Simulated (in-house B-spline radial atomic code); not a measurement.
A run on neutral erbium (an excited or competing configuration) that did not converge. Method: scalar-relativistic (X2C) wB97X, spin-polarised, spherical fractional occupations, exact exchange averaged over the configuration, Fermi nucleus of rms radius 5.2516 fm; computed with a B-spline radial code for spherical atoms.

Command:
```bash
python run_scf.py task.json out
```
Settings (nuclear radius in fm, mass in u):
```
Z                68
configuration    [Kr] 4d9 4f12 5s2 5p6 6s2 6f1
hamiltonian      x2c
method           wb97x
spin_polarised   True
nucleus          fermi
rms_radius       5.2516
atomic_mass      165.9303
speed_of_light   137.035999084
exact_exchange   averaged over the configuration
```

First and last ten iterations of the last attempt (damped for 15 steps, keeping 80 % of the old Fock matrix, then DIIS):
```
 iter        energy (Eh)    residual
    1      -13079.336098    5.06e-01
    2      -13079.075015    2.58e-01
    3      -13080.109176    1.32e-01
    4      -13080.369902    6.66e-02
    5      -13080.428678    3.51e-02
    6      -13080.442611    2.19e-02
    7      -13080.446726    1.49e-02
    8      -13080.448620    1.05e-02
    9      -13080.448963    7.45e-03
   10      -13080.449690    5.36e-03
  111      -13080.450913    7.56e-04
  112      -13080.450818    1.15e-03
  113      -13080.450840    1.05e-03
  114      -13080.450809    7.85e-04
  115      -13080.450452    5.92e-04
  116      -13080.450592    7.57e-04
  117      -13080.450569    1.01e-03
  118      -13080.450731    6.66e-04
  119      -13080.450874    1.18e-03
  120      -13080.450764    9.56e-04
 not converged after 120 iterations
```

The smallest residual met was 5.8e-04; the threshold is about 7e-07. No energy from this run should be used. Time taken, with all properties: 25 s on 1 thread of Intel(R) Xeon(R) 6975P-C, with other jobs on the host.
